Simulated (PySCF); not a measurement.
Molecule: SMILES C=C(F)/C(C)=C/C, C₆H₉F.

Bonds (- single, = double, # triple, : aromatic): C1=C2, C2-F3, C2-C4, C4-C5, C4=C6, C6-C7. C1 carries H8, H9; C5 carries H10, H11, H12; C6 carries H13; C7 carries H14, H15, H16. Stereochemistry as in C=C(F)/C(C)=C/C. H9 is cis to F3; H8 is trans to F3.

Frames of a GFN2-xTB Langevin trajectory at 300 K; GIAO PBE0/pcSseg-1 shieldings in PySCF 2.14.0 with density-fitted response routines, gas phase, non-relativistic; equivalent atoms averaged within each frame.

Referencing at the same level of theory: ¹³C (σ = 186.93 ppm) and ¹H (σ = 31.72 ppm) vs TMS; ¹⁹F (σ = 170.95 ppm) against CFCl3. The references are static minima.

**Question.** How do the shifts (ppm) fluctuate along the trajectory?

**Answer.** 
| time (fs) | C2 | C4 | C6 | C1 | C7 | C5 | F3 | H13 | H8 | H9 |
| --- | --- | --- | --- | --- | --- | --- | --- | --- | --- | --- |
| 250 | 180.8 | 142.6 | 141.2 | 95.1 | 16.2 | 15.3 | -98.3 | 6.28 | 5.52 | 4.39 |
| 425 | 180.7 | 134.1 | 135.4 | 99.6 | 16.1 | 17.6 | -94.6 | 7.01 | 3.75 | 5.67 |
| 625 | 179.7 | 128.4 | 128.2 | 104.2 | 20.9 | 14.2 | -118.7 | 6.08 | 5.68 | 5.63 |
| 800 | 177.3 | 132.0 | 132.0 | 92.4 | 10.7 | 11.4 | -109.4 | 6.27 | 4.44 | 4.92 |
| 1000 | 183.1 | 129.0 | 135.1 | 97.2 | 18.9 | 6.5 | -87.2 | 5.56 | 5.22 | 5.43 |
| mean of frames | 180.3 | 133.2 | 134.4 | 97.7 | 16.5 | 13.0 | -101.6 | 6.24 | 4.92 | 5.21 |
| standard deviation | 2.1 | 5.8 | 4.8 | 4.5 | 3.8 | 4.3 | 12.5 | 0.52 | 0.81 | 0.54 |

5 frames give an uncertainty of the mean of about the standard deviation over 2.2 at best, since frames this close in time may not be independent; classical motion lacks zero-point vibration, and the reference would need the same averaging.
